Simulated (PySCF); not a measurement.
AlBr under electron impact: the energy ladder

CCSD(T) in PySCF with def2-TZVPPD on every atom, for the lowest determinant that a PBE0 search found; no spin–orbit coupling.

| species | state (unpaired electrons) | Re (Å) | ωe (cm⁻¹) | energy of the minimum from the neutral (eV) | De (eV) | dissociates to |
| --- | --- | --- | --- | --- | --- | --- |
| AlBr | singlet (closed shell) | 2.317 | 378 | 0.00 | 4.56 | Al + Br |
| AlBr⁺ | doublet (σ ↑) | 2.186 | 469 | 9.02 | 1.48 | Al⁺ + Br |
| AlBr⁻ | doublet (π ↑) | 2.511 | 251 | -0.15 | 1.37 | Al + Br⁻ |

Q: Work out the lowest energy to break AlBr into atoms, from its vibrational ground state.

A: D0 = De − ωe/2 = 4.56 − 0.02 = 4.54 eV (CCSD(T)/def2-TZVPPD).

Q: Work out the ionisation energy of the Al atom at this level and the threshold of dissociative ionisation.

A: IE(Al) = 9.02 + 1.48 − 4.56 = 5.94 eV, so Al⁺ + Br + e⁻ appears at D0 + IE(Al) = 10.48 eV (CCSD(T)/def2-TZVPPD). The measured IE(Al) is 5.986 eV (NIST ASD).

Q: Work out the electron affinity of the Br atom and the threshold of dissociative attachment.

A: EA(Br) = 4.56 − 1.37 − (-0.15) = 3.34 eV, so Al + Br⁻ needs D0 − EA(Br) = 1.20 eV (CCSD(T)/def2-TZVPPD). The measured EA(Br) is 3.364 eV.

Q: At which energy does ion-pair formation open?

A: Al⁺ + Br⁻ lies at D0 + IE(Al) − EA(Br) = 7.14 eV (CCSD(T)/def2-TZVPPD).

These are thermodynamic thresholds; the onsets seen under electron impact lie higher where the geometry changes, and cross-sections peak well above them.

Correlated steps freeze 14 core orbitals. For an ion De counts to the pair picked by the measured ionisation energies or electron affinities, which need not be the lowest pair at this level. Where the molecule has an RHF reference, its open-shell atoms are computed with UHF. States were picked by a PBE0 search and need not be the measured ground states.
